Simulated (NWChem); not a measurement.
System: BHSF$_{2}$; SMILES B(F)(S)F

The following NWChem deck was run.

```
start job
memory heap 200 mb stack 900 mb global 1100 mb
geometry units angstroms noautoz
  B      0.009338    -0.473922     0.000000
  F      1.138358    -1.162611     0.000000
  F     -1.140551    -1.130903     0.000000
  S      0.087569     1.339934     0.000000
  H     -1.247301     1.533527     0.000000
end
basis spherical
  B library def2-svp
  F library def2-svp
  S library def2-svp
  H library def2-svp
end
dft
  xc b3lyp
  iterations 150
  mulliken
end
task dft energy
```

Excerpt of the output:

```
             Northwest Computational Chemistry Package (NWChem) 7.3.0
             --------------------------------------------------------

 CS  symmetry detected

                             Geometry "geometry" -> ""
                             -------------------------

 Output coordinates in angstroms (scale by  1.889725989 to convert to a.u.)

  No.       Tag          Charge          X              Y              Z
 ---- ---------------- ---------- -------------- -------------- --------------
    1 B                    5.0000     0.01431152    -0.47276086     0.00000000
    2 F                    9.0000     1.15692782    -1.13864875     0.00000000
    3 F                    9.0000    -1.12215850    -1.15269074     0.00000000
    4 S                   16.0000     0.05611797     1.34230000     0.00000000
    5 H                    1.0000    -1.28236900     1.50905969     0.00000000

 Effective nuclear repulsion energy (a.u.)     144.3072076594

      Symmetry information
      --------------------

 Group name             Cs
 Group number              2
 Group order               2
 No. of unique centers     5

                                 NWChem DFT Module
                                 -----------------

 Summary of "ao basis" -> "ao basis" (spherical)
 ------------------------------------------------------------------------------
       Tag                 Description            Shells   Functions and Types
 ---------------- ------------------------------  ------  ---------------------
 B                          def2-svp                 6       14   3s2p1d
 F                          def2-svp                 6       14   3s2p1d
 S                          def2-svp                 8       18   4s3p1d
 H                          def2-svp                 3        5   2s1p

      Symmetry analysis of basis
      --------------------------

        a'         47
        a"         18

            General Information
            -------------------
          SCF calculation type: DFT
          Wavefunction type:  closed shell.
          No. of atoms     :     5
          No. of electrons :    40
           Alpha electrons :    20
            Beta electrons :    20
          Charge           :     0
          Spin multiplicity:     1
          Use of symmetry is: on ; symmetry adaption is: on
          Maximum number of iterations: 150
          AO basis - number of functions:    65
                     number of shells:    29
          Convergence on energy requested:  1.00D-06
          Convergence on density requested:  1.00D-05
          Convergence on gradient requested:  5.00D-04

              XC Information
              --------------
                         B3LYP Method XC Potential
                     Hartree-Fock (Exact) Exchange  0.200
                        Slater Exchange Functional  0.800 local
                    Becke 1988 Exchange Functional  0.720 non-local
              Lee-Yang-Parr Correlation Functional  0.810
                  VWN I RPA Correlation Functional  0.190 local

             Grid Information
             ----------------
          Grid used for XC integration:  medium
          Radial quadrature: Mura-Knowles
          Angular quadrature: Lebedev.
          Tag              B.-S. Rad. Rad. Pts. Rad. Cut. Ang. Pts.
          ---              ---------- --------- --------- ---------
          B                   0.85       49           8.0       434
          F                   0.50       49          10.0       434
          S                   1.00       88           8.0       590
          H                   0.35       45           8.0       434
          Grid pruning is: on
          Number of quadrature shells:   280
          Spatial weights used:  Erf1

      Superposition of Atomic Density Guess
      -------------------------------------

 Sum of atomic energies:        -620.93561486

      Non-variational initial energy
      ------------------------------

 Total energy =    -621.949657
 1-e energy   =   -1147.246922
 2-e energy   =     380.990057
 HOMO         =      -0.336546
 LUMO         =       0.095639

      Symmetry analysis of molecular orbitals - initial
      -------------------------------------------------

  Numbering of irreducible representations:

     1 a'          2 a"

  Orbital symmetries:

     1 a'          2 a'          3 a'          4 a'          5 a'
     6 a'          7 a'          8 a"          9 a'         10 a'
    11 a'         12 a'         13 a'         14 a'         15 a"
    16 a"         17 a'         18 a'         19 a'         20 a"
    21 a'         22 a"         23 a'         24 a'         25 a'
    26 a'         27 a"         28 a'         29 a'         30 a'

     ---------------------------------------------
      Total Density - Mulliken Population Analysis
     ---------------------------------------------

    Atom       Charge   Shell Charges
 -----------   ------   -------------------------------------------------------
    1 B    5     4.16   1.99  0.72  0.09  0.97  0.19  0.19
    2 F    9     9.36   1.99  1.15  0.72  3.50  2.00  0.00
    3 F    9     9.36   1.99  1.15  0.72  3.50  2.00  0.00
    4 S   16    16.32   2.00  1.99  1.19  0.62  5.94  1.80  2.75  0.03
    5 H    1     0.79   0.58  0.19  0.03

   convergence    iter        energy       DeltaE   RMS-Dens  Diis-err
 ---------------- ----- ----------------- --------- --------- ---------
 d= 0,ls=0.0,diis     1   -623.1086660449 -7.67D+02  1.86D-02  7.60D-01
 d= 0,ls=0.0,diis     2   -623.0868958878  2.18D-02  9.14D-03  1.29D+00
 d= 0,ls=0.0,diis     3   -623.1994702617 -1.13D-01  1.46D-03  2.10D-02
 d= 0,ls=0.0,diis     4   -623.2009066126 -1.44D-03  6.46D-04  2.48D-03
 d= 0,ls=0.0,diis     5   -623.2011770244 -2.70D-04  1.93D-04  1.87D-04
  Resetting Diis
 d= 0,ls=0.0,diis     6   -623.2012052927 -2.83D-05  2.25D-05  3.53D-06
 d= 0,ls=0.0,diis     7   -623.2012056406 -3.48D-07  1.93D-05  1.04D-06
 d= 0,ls=0.0,diis     8   -623.2012055162  1.24D-07  1.12D-05  2.60D-06
 d= 0,ls=0.0,diis     9   -623.2012057365 -2.20D-07  1.07D-06  6.59D-09

         Total DFT energy =     -623.201205736526
      One electron energy =    -1149.165318761536
           Coulomb energy =      432.787070747075
    Exchange-Corr. energy =      -51.130165381445
 Nuclear repulsion energy =      144.307207659380

 Numeric. integr. density =       40.000003160857

                  Occupations of the irreducible representations
                  ----------------------------------------------

                     irrep           alpha         beta
                     --------     --------     --------
                     a'               16.0         16.0
                     a"                4.0          4.0

                       DFT Final Molecular Orbital Analysis
                       ------------------------------------

 Vector   18  Occ=2.000000D+00  E=-4.169870D-01  Symmetry=a'
              MO Center=  3.3D-01, -6.3D-02, -8.2D-15, r^2= 3.0D+00
   Bfn.  Coefficient  Atom+Function         Bfn.  Coefficient  Atom+Function
  ----- ------------  ---------------      ----- ------------  ---------------
    19      0.447285  2 F  py                22     -0.293550  2 F  py
    61     -0.264769  5 H  s                 50      0.214041  4 S  px
    18      0.195280  2 F  px                53      0.193637  4 S  px
    46      0.176468  4 S  s                 32      0.166970  3 F  px
    54     -0.143081  4 S  py                21     -0.135605  2 F  px

 Vector   19  Occ=2.000000D+00  E=-3.562394D-01  Symmetry=a'
              MO Center=  1.1D-02,  1.0D+00, -3.1D-15, r^2= 2.3D+00
   Bfn.  Coefficient  Atom+Function         Bfn.  Coefficient  Atom+Function
  ----- ------------  ---------------      ----- ------------  ---------------
    54      0.382884  4 S  py                51      0.318731  4 S  py
    33     -0.253589  3 F  py                53      0.239732  4 S  px
     5      0.226199  1 B  py                45      0.222748  4 S  s
    50      0.214014  4 S  px                46      0.188480  4 S  s
    48      0.183462  4 S  py                36      0.163854  3 F  py

 Vector   20  Occ=2.000000D+00  E=-2.914729D-01  Symmetry=a"
              MO Center=  3.4D-02,  1.1D+00, -5.0D-16, r^2= 1.7D+00
   Bfn.  Coefficient  Atom+Function         Bfn.  Coefficient  Atom+Function
  ----- ------------  ---------------      ----- ------------  ---------------
    55      0.608775  4 S  pz                52      0.440558  4 S  pz
    49      0.250275  4 S  pz                 6     -0.127516  1 B  pz
    20      0.113797  2 F  pz                34      0.109241  3 F  pz
    23     -0.087817  2 F  pz                37     -0.084395  3 F  pz
     9      0.060948  1 B  pz                11      0.035347  1 B  d -1

 Vector   21  Occ=0.000000D+00  E= 6.409576D-03  Symmetry=a"
              MO Center=  1.6D-02, -2.8D-01,  8.1D-14, r^2= 2.3D+00
   Bfn.  Coefficient  Atom+Function         Bfn.  Coefficient  Atom+Function
  ----- ------------  ---------------      ----- ------------  ---------------
     6      0.649307  1 B  pz                 9     -0.561820  1 B  pz
    55      0.374787  4 S  pz                20     -0.245886  2 F  pz
    34     -0.245736  3 F  pz                23      0.232611  2 F  pz
    37      0.231647  3 F  pz                52      0.177319  4 S  pz
    57      0.100655  4 S  d -1              49      0.098850  4 S  pz

 Vector   22  Occ=0.000000D+00  E= 1.383296D-02  Symmetry=a'
              MO Center= -7.5D-01,  1.3D+00, -1.7D-15, r^2= 3.0D+00
   Bfn.  Coefficient  Atom+Function         Bfn.  Coefficient  Atom+Function
  ----- ------------  ---------------      ----- ------------  ---------------
    62      1.246249  5 H  s                 46     -0.844863  4 S  s
    53      0.806406  4 S  px                 3      0.370014  1 B  s
    61      0.319091  5 H  s                 50      0.248550  4 S  px
     7      0.198780  1 B  px                45     -0.196905  4 S  s
     2     -0.178028  1 B  s                 17     -0.165343  2 F  s

 Vector   23  Occ=0.000000D+00  E= 6.694321D-02  Symmetry=a'
              MO Center= -1.2D-01, -2.6D-01,  3.7D-14, r^2= 3.8D+00
   Bfn.  Coefficient  Atom+Function         Bfn.  Coefficient  Atom+Function
  ----- ------------  ---------------      ----- ------------  ---------------
     3      1.677080  1 B  s                 54      0.678291  4 S  py
    31     -0.487626  3 F  s                 46     -0.449114  4 S  s
    17     -0.367679  2 F  s                 45     -0.247600  4 S  s
    51      0.184544  4 S  py                62     -0.144436  5 H  s
    30     -0.141791  3 F  s                 61     -0.138680  5 H  s

     ---------------------------------------------
      Total Density - Mulliken Population Analysis
     ---------------------------------------------

    Atom       Charge   Shell Charges
 -----------   ------   -------------------------------------------------------
    1 B    5     4.81   1.99  0.75  0.01  1.50  0.31  0.24
    2 F    9     9.09   1.99  1.14  0.71  3.37  1.87  0.01
    3 F    9     9.09   1.99  1.14  0.72  3.37  1.87  0.01
    4 S   16    16.08   2.00  1.98  1.26  0.56  5.93  1.85  2.45  0.05
    5 H    1     0.92   0.72  0.17  0.03

     -------------------------------------------
      Total Density - Lowdin Population Analysis
     -------------------------------------------

    Atom       Charge   Shell Charges
 -----------   ------   -------------------------------------------------------
    1 B    5     5.32   1.96  0.51  0.23  1.36  0.70  0.54
    2 F    9     8.95   1.98  0.98  0.70  3.22  2.07  0.01
    3 F    9     8.96   1.98  0.98  0.70  3.22  2.07  0.01
    4 S   16    15.78   2.00  1.95  0.95  0.63  5.81  1.91  2.47  0.06
    5 H    1     0.99   0.62  0.30  0.08

     Multipole analysis of the density
     ---------------------------------

     L   x y z        total         alpha         beta         nuclear
     -   - - -        -----         -----         ----         -------
     0   0 0 0     -0.000000    -20.000000    -20.000000     40.000000

     1   1 0 0     -0.379894     -0.189947     -0.189947     -0.000000
     1   0 1 0      0.340644      0.170322      0.170322     -0.000000
     1   0 0 1     -0.000000     -0.000000     -0.000000      0.000000

     2   2 0 0    -21.243039    -55.394411    -55.394411     89.545784
     2   1 1 0     -1.462941      1.015246      1.015246     -3.493433
     2   1 0 1     -0.000000     -0.000000     -0.000000      0.000000
     2   0 2 0    -21.976715   -110.710393   -110.710393    199.444070
     2   0 1 1      0.000000      0.000000      0.000000      0.000000
     2   0 0 2    -20.848125    -10.424062    -10.424062      0.000000
```

Level: B3LYP/def2-SVP. Coordinates come from a B3LYP/6-31G* (spherical d) optimisation.
